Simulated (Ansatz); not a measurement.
Q: Name a neutral molecule of B, C, O and H with HOMO–LUMO gap (ωB97M-V/def2-TZVPP) between 10.30 and 10.60 eV and zero-point energy (PBE0-D4/def2-TZVP) between 123 and 139 kJ/mol (Ansatz, PBE0-D4/def2-TZVP geometry).

A: `B1C=CO1` (10.36 eV, 123.9 kJ/mol). Other molecules can fit too; these were computed, each in one conformer that needn't be the lowest.
